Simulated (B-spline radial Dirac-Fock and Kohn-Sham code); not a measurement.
## Dipole and non-dipole photoemission parameters of Si⁴⁺ 2p1/2

System: silicon as Si⁴⁺ in the configuration 1s2 2s2 2p6; threshold 164.0 eV (orbital energy of the model). These are calculated numbers from a radial finite-basis atomic code; the model is Dirac-Hartree-Slater photoionisation with a Latter tail; cross sections with all multipoles, angular parameters from the dipole term and its interference with E2.

For linearly polarised light dσ/dΩ = σ/(4π) [1 + β P₂(cos θ) + (δ + γ cos²θ) sin θ cos φ], with θ from the polarisation vector and φ the angle between the beam and the projection of the electron momentum on the plane normal to the polarisation.

```
hν (eV)    σ (kb)      β      γ      δ
    197       966  1.304  0.012  0.012
    210       856  1.356  0.027  0.013
    241       644  1.427  0.058  0.013
    334       296  1.482  0.137  0.015
    356       252  1.483  0.154  0.016
    396       190  1.477  0.184  0.017
    653      47.7  1.372  0.332  0.026
    927      16.7  1.243  0.439  0.037
   1300      5.83  1.095  0.533  0.054
   2000      1.44  0.891  0.652  0.084
   2030      1.37  0.884  0.656  0.085
 2984.4     0.366  0.705  0.750  0.123
   3440     0.223  0.642  0.782  0.140
   3960     0.135  0.584  0.814  0.159
   4000     0.131  0.580  0.817  0.160
   5450    0.0427  0.465  0.889  0.207
   5700    0.0362  0.449  0.900  0.214
   6000    0.0300  0.432  0.913  0.223
   6030         ?      ?      ?      ?
   7490    0.0132  0.365  0.971  0.262
 9251.7   0.00596  0.308  1.035  0.305
   9270   0.00591  0.308  1.036  0.305
  10500   0.00368  0.276  1.076  0.332
  15000  0.000929  0.193  1.198  0.418
```

Task: Give the values at 6030 eV.

Result: σ = 0.0295 kb, β = 0.431, γ = 0.914, δ = 0.224.
